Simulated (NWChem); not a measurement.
System meant: PbCl$_{2}$, singlet; SMILES [Pb]([Cl])[Cl]

The following NWChem deck was run.

```
start job
memory heap 200 mb stack 900 mb global 1100 mb
geometry units angstroms noautoz
  Pb     0.000000     0.000000     0.469742
  Cl    -1.906325     0.000000    -1.121419
  Cl     1.906325     0.000000    -1.121419
end
basis spherical
  Pb library def2-svp
  Cl library def2-svp
end
ecp
  Pb library def2-ecp
end
dft
  odft
  mult 2
  xc b3lyp
  iterations 150
  mulliken
end
task dft energy
```

End of the output:

```
 ==============================================================================
                                 internuclear angles
 ------------------------------------------------------------------------------
        center 1       |       center 2       |       center 3       |  degrees
 ------------------------------------------------------------------------------
    2 Cl               |   1 Pb               |   3 Cl               |   100.30
 ------------------------------------------------------------------------------
                            number of included internuclear angles:          1
 ==============================================================================

 Summary of "ao basis" -> "" (spherical)
 ------------------------------------------------------------------------------
       Tag                 Description            Shells   Functions and Types
 ---------------- ------------------------------  ------  ---------------------
 Pb                         def2-svp                10       26   4s4p2d
 Cl                         def2-svp                 8       18   4s3p1d

                                 NWChem DFT Module
                                 -----------------

 Summary of "ao basis" -> "ao basis" (spherical)
 ------------------------------------------------------------------------------
       Tag                 Description            Shells   Functions and Types
 ---------------- ------------------------------  ------  ---------------------
 Pb                         def2-svp                10       26   4s4p2d
 Cl                         def2-svp                 8       18   4s3p1d

      Symmetry analysis of basis
      --------------------------

        a1         25
        a2          7
        b1         19
        b2         11

  number of electrons :                   56
  multiplicity        :                    2
 ------------------------------------------------------------------------
  no. of electrons and multiplicity not compatible                  56
 ------------------------------------------------------------------------
 ------------------------------------------------------------------------
  current input line :
    22: task dft energy
 ------------------------------------------------------------------------
 ------------------------------------------------------------------------
 There is an error in the input file
 ------------------------------------------------------------------------
 For more information see the NWChem manual at https://nwchemgit.github.io

0: no. of electrons and multiplicity not compatible:Received an Error in Communication
```

Problem. Can this run be used? If not, why, and what is the fix?

Solution. The input was rejected before any calculation. Cause: the multiplicity doesn't fit the number of electrons (an even count wants an odd multiplicity, and the reverse). This input runs:
```
start job
memory heap 200 mb stack 900 mb global 1100 mb
geometry units angstroms noautoz
  Pb     0.000000     0.000000     0.469742
  Cl    -1.906325     0.000000    -1.121419
  Cl     1.906325     0.000000    -1.121419
end
basis spherical
  Pb library def2-svp
  Cl library def2-svp
end
ecp
  Pb library def2-ecp
end
dft
  xc b3lyp
  iterations 150
  mulliken
end
task dft energy
```
It converges to -1113.18743 Ha (B3LYP/def2-SVP with def2 effective core potentials on Pb).
